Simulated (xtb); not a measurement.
HIPbS, SMILES [SH][Pb][I] (connectivity only; charge and spin as stated), neutral, multiplicity 1. All values are semi-empirical tight-binding results from xtb (GFN2-xTB unless named), good for trends rather than for accurate numbers. Coordinates come from a GFN2-xTB optimisation. One conformer was computed; it need not be the lowest.

For metal compounds this method's bond lengths and energies can be far off.

The point group as xtb finds it is Cs and the orbital gap is 2.60 eV. The zero-point energy comes out as 5.5 kcal/mol and the G − E(el) at 298.15 K (modified RRHO) comes out as -15.3 kcal/mol.
